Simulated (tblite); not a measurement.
C6H11O3, doublet, at a GFN2-xTB geometry; GFN1-xTB run with tblite 0.6.0.

Input for tblite:
```
$ tblite run mol.xyz --method gfn1 --charge 0 --spin 1 --etemp 2000 --json tblite.json --no-restart

# file mol.xyz
20

C     -3.20383935     0.98605539     1.13980443
O     -2.08068920     0.16708962     0.94715693
C     -1.59411649     0.10472269    -0.32481753
C     -0.30965414    -0.59017706    -0.51748175
C     -0.17951966    -1.20651606    -1.90600350
O      0.77553047     0.38391117    -0.33977043
C      1.90906018    -0.04632216     0.20807192
C      2.90133935     1.08519261     0.33516714
O      2.11798786    -1.18148283     0.54726904
H     -4.05823285     0.62825410     0.55457970
H     -2.99213256     2.02298982     0.85692823
H     -3.44547922     0.93913629     2.20016232
H     -1.95606977     0.81447292    -1.05131116
H     -0.17519709    -1.35079682     0.26041720
H     -0.96891572    -1.93665837    -2.05785955
H      0.78356999    -1.70192818    -1.99899476
H     -0.25679782    -0.43217717    -2.66528802
H      2.38820189     2.00175577     0.60965457
H      3.38507604     1.23353705    -0.62826675
H      3.65372438     0.82753810     1.07428992
```

It wrote (shortened):

```
xTB calculator
 | screened Coulomb repulsion
 | Coulomb electrostatics
 |  * isotropic Klopman-Ohno-Mataga-Nishimoto electrostatics
 |  * onsite third-order electrostatics
 | DFT-D3(BJ) dispersion correction

halogen bonding energy    0.0000000000000E+00 Eh
repulsion energy          3.1189031192491E-01 Eh
dispersion energy        -7.2800286594976E-03 Eh
number of electrons       5.3000000000000E+01 e
integral cutoff           1.9731147476801E+01 bohr

------------------------------------------------------------
  cycle        total energy    energy error   density error
------------------------------------------------------------
      1     -32.24010082866  -3.2544711E+01   6.1836632E-01
      2     -32.66127153868  -4.2117071E-01   3.3627779E-01
      3     -32.66679269254  -5.5211539E-03   1.4154754E-01
      4     -32.66729586251  -5.0316996E-04   1.5067727E-02
      5     -32.66811983252  -8.2397001E-04   2.8944553E-03
      6     -32.66815340724  -3.3574721E-05   1.3345392E-03
      7     -32.66815890357  -5.4963323E-06   2.6543917E-04
      8     -32.66815920405  -3.0047268E-07   5.1402940E-05
      9     -32.66815920594  -1.8975825E-09   2.0256600E-05
     10     -32.66815920757  -1.6275408E-09   6.4387420E-06
------------------------------------------------------------

electronic energy        -3.2972769490838E+01 Eh
total energy             -3.2668159207572E+01 Eh

Post processing:
 | Mayer-Wiberg bond orders

[Info] JSON dump of results written to 'tblite.json'
```
